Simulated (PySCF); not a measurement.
Radial density of Gd⁶¹⁺ (gadolinium, charge +61)

BP86, [He] 2s1, 2S determinant. Computed with PySCF 2.14 in an uncontracted even-tempered set (17 s from 38 bohr⁻², ratio 2.2; 8 p from 58 bohr⁻², ratio 2.4; 5 d from 170 bohr⁻², ratio 2.4; 5 f from 260 bohr⁻², ratio 2.4; 4 g from 390 bohr⁻², ratio 2.4), with no relativity, point nucleus.

| r (bohr) | 4πr²ρ (e/bohr) | 4πr²(ρα − ρβ) |
| --- | --- | --- |
| 0.000379 | 0.3008 | 0.0172 |
| 0.000637 | 0.8235 | 0.0470 |
| 0.00107 | 2.203 | 0.1257 |
| 0.00180 | 5.677 | 0.3231 |
| 0.00303 | 13.72 | 0.7760 |
| 0.00510 | 29.75 | 1.6526 |
| 0.00858 | 53.78 | 2.8184 |
| 0.0144 | 71.37 | 3.0404 |
| 0.0243 | 56.02 | 0.8243 |
| 0.0408 | 20.40 | 1.3368 |
| 0.0687 | 12.08 | 10.4938 |
| 0.116 | 8.048 | 8.0364 |
| 0.194 | 0.6132 | 0.6132 |
| 0.327 | 0.001835 | 0.0018 |

A non-relativistic calculation at this Z misses sizeable relativistic shifts.
